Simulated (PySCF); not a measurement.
Species: C8H11P.
SMILES with atom numbers: `[CH3:1][C:2]1=[CH:3][P:4]1[C:5]1=[CH:6][CH2:7][CH2:8][CH2:9]1` (hydrogens: H10, H11, H12 on C1; H13 on C3; H14 on C6; H15, H16 on C7; H17, H18 on C8; H19, H20 on C9)

The closed-shell ground state was solved at several levels (PySCF, density fitting, gas phase, non-relativistic). Isolated species at its PBE0-D3(BJ)/def2-SVP geometry (one conformer only).

```tsv
level	basis functions	total energy (Eh)	HOMO (eV)	LUMO (eV)	gap (eV)	dipole (D)
CAM-B3LYP/pcSseg-1	215	-652.5117	-7.65	0.90	8.55	1.77
CAM-B3LYP/def2-SVPD	272	-652.2439	-7.63	0.82	8.45	1.86
```

Question: Estimate the row for PBE0/pcSseg-1, a basis of 215 functions; the other rows only guide the guess.

Answer: Total energy -652.1840 Eh, HOMO -6.38 eV, LUMO -0.27 eV, gap 6.11 eV, dipole 1.91 D.

Question: Over all these levels, which gives the widest orbital gap and which the narrowest?

Answer: CAM-B3LYP/pcSseg-1 (range-separated hybrid) has the widest, 8.55 eV, and PBE0/pcSseg-1 (global hybrid, 25 % exact exchange) the narrowest, 6.11 eV. The two share the basis. From the narrowest to the widest the HOMO moves by -1.27 eV and the LUMO by +1.17 eV.

Question: How far do the dipole and the HOMO energy spread over the levels?

Answer: The dipole runs from 1.77 to 1.91 D (mean 1.85 D) and the HOMO from -7.65 to -6.38 eV.
